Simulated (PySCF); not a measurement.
# Chromium: a sound run and one with changed settings

Sound run: Cr [Ar] 3d5 4s1, Cr⁺ [Ar] 3d5. Calculation: PySCF 2.14, in x2c-SVPall; the spin-free X2C one-electron Hamiltonian (Gaussian nucleus). In the sound run the correlated levels freeze [Ar]. The sound run starts from symmetry-adapted Hartree-Fock orbitals and uses a fine grid where one is needed.

Changed run: the non-relativistic Hamiltonian (point nucleus). This setting is unsound on purpose.

```csv
species,method,sound run (hartree),changed run (hartree),converged
Cr,UHF,-1049.47706,-1041.56647,yes
Cr,PBE0,-1050.39732,-1042.48646,yes
Cr,MN15,-1051.06426,-1043.15554,yes
Cr,MP2,-1049.53765,-1041.62669,yes
Cr⁺,UHF,-1049.25551,-1041.34968,yes
Cr⁺,PBE0,-1050.13831,-1042.23317,yes
Cr⁺,MN15,-1050.82018,-1042.91761,yes
Cr⁺,MP2,-1049.30515,-1041.39913,yes
```

Ionisation energy of Cr:

| method | sound run (eV) | changed run (eV) |
| --- | --- | --- |
| UHF | 6.029 | 5.899 |
| PBE0 | 7.048 | 6.892 |
| MN15 | 6.642 | 6.474 |
| MP2 | 6.327 | 6.192 |
| SCS-MP2 | 6.128 | 5.997 |

Most of the change in total energy is the relativistic energy itself. On top of that the contraction fixes the core shape for the Hamiltonian it was made with, so the changed run is not a good calculation with the other Hamiltonian either.

For comparison, NIST gives 6.767 eV between the lowest levels.
